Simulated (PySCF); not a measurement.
Ethyl bromide, C2H5Br, SMILES CCBr, point group Cs.

Force field and properties: B3LYP/pcSseg-1 (PySCF, grid level 2). Vibrational terms come from second-order perturbation theory with semi-diagonal cubic constants, by steps of ±0.6 along the normal coordinates of each isotopologue. The parent has the commonest isotopes.

Equilibrium geometry (Å):

```json
{"atom": "C1", "x": "-0.7965", "y": "0.1444", "z": "-0.0851"}
{"atom": "C2", "x": "0.6381", "y": "-0.2809", "z": "0.1472"}
{"atom": "Br3", "x": "1.9271", "y": "1.0126", "z": "-0.6198"}
{"atom": "H4", "x": "-1.0227", "y": "0.2198", "z": "-1.1531"}
{"atom": "H5", "x": "-1.0063", "y": "1.1125", "z": "0.3800"}
{"atom": "H6", "x": "-1.4716", "y": "-0.6012", "z": "0.3564"}
{"atom": "H7", "x": "0.8923", "y": "-0.3376", "z": "1.2061"}
{"atom": "H8", "x": "0.8759", "y": "-1.2321", "z": "-0.3300"}
```

Q: Give the equilibrium and ground-state rotational constants (MHz) of parent; ²H at 7; ¹³C at 2; ²H at 4, ²H at 5, ²H at 6, ²H at 7, ²H at 8; ¹³C at 1.

A: 
| species | Ae | Be | Ce | A0 | B0 | C0 | Δ0 (u Å²) | harmonic ZPE (cm⁻¹) |
| --- | --- | --- | --- | --- | --- | --- | --- | --- |
| parent | 30266 | 3703.6 | 3442.7 | 29961 | 3673.3 | 3411.8 | -6.322 | 14414 |
| ²H at 7 | 26363 | 3643.8 | 3365.1 | 26119 | 3614.4 | 3335.4 | -7.657 | 13686 |
| ¹³C at 2 | 29458 | 3665.5 | 3399.3 | 29168 | 3636 | 3369.1 | -6.316 | 14374 |
| ²H at 4, ²H at 5, ²H at 6, ²H at 7, ²H at 8 | 19789 | 3125.6 | 2895.7 | 19616 | 3102.8 | 2872.8 | -12.724 | 10847 |
| ¹³C at 1 | 29973 | 3573.3 | 3326.2 | 29673 | 3544.3 | 3296.6 | -6.320 | 14375 |

Δ0 = Ic − Ia − Ib from the ground-state constants.

Q: How is the parent's vibrational correction B0 − Be made up?

A: 
| axis | harmonic | Coriolis | cubic | total (MHz) |
| --- | --- | --- | --- | --- |
| a | 118 | -75.4 | -347 | -305 |
| b | 5.5 | -1.3 | -34.5 | -30.3 |
| c | 3.31 | -0.872 | -33.3 | -30.9 |

Q: And its quartic centrifugal distortion constants from the harmonic force field?

A: Asymmetric top, A reduction, Ir representation: ΔJ = 1.74 kHz, ΔJK = -14.1 kHz, ΔK = 262 kHz, δJ = 0.192 kHz, δK = 5.37 kHz.

Internal rotors are held in one well.
